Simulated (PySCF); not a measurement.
Br₂FHSi. Atoms are numbered in the order given.

```xyz
5

Si     0.4411    -0.7229     0.0000
F     -0.4401    -2.0783     0.0000
Br    -0.0583     0.4273    -1.8122
Br    -0.0583     0.4273     1.8122
H      1.8671    -1.0838     0.0000
```

Coordinates come from a TPSSh-D3(BJ)/def2-SVP optimisation. This is a generated structure with no PubChem entry under its InChIKey; it may be hypothetical.

Level of theory: TDA-PBE0/def2-SVPD (PySCF).

Vertical excitations. The molecule is in vacuum. State labels are in the subgroup Cs.

Computed UV-visible absorptions:
```csv
state,symmetry,energy (eV),λ (nm),f,main pairs
S1,A",6.70,185,0.043,HOMO→LUMO 91 %
S2,A",6.84,181,0.003,HOMO−1→LUMO 95 %
S3,A',6.98,178,0.030,HOMO−2→LUMO 97 %
S4,A',7.30,170,0.011,HOMO−3→LUMO 87 %
S5,A",7.36,168,0.000,HOMO→LUMO+1 90 %
S6,A',7.60,163,0.005,"HOMO−2→LUMO+1 47 %, HOMO→LUMO+2 39 %, HOMO−3→LUMO 9 %"
S7,A",7.68,161,0.005,"HOMO−1→LUMO+1 62 %, HOMO−2→LUMO+2 29 %"
S8,A',7.75,160,0.016,"HOMO→LUMO+2 47 %, HOMO−2→LUMO+1 38 %, HOMO−1→LUMO+2 7 %"
S9,A',7.92,157,0.018,HOMO−1→LUMO+2 84 %
S10,A",8.10,153,0.023,"HOMO−2→LUMO+2 52 %, HOMO−1→LUMO+1 16 %, HOMO→LUMO+3 14 %"
T1,A",6.10,203,0,HOMO→LUMO 96 %
T2,A",6.39,194,0,HOMO−1→LUMO 92 %
T3,A',6.42,193,0,HOMO−2→LUMO 93 %
T4,A',6.76,183,0,HOMO−3→LUMO 82 %
```
Triplets are in the Tamm–Dancoff approximation.
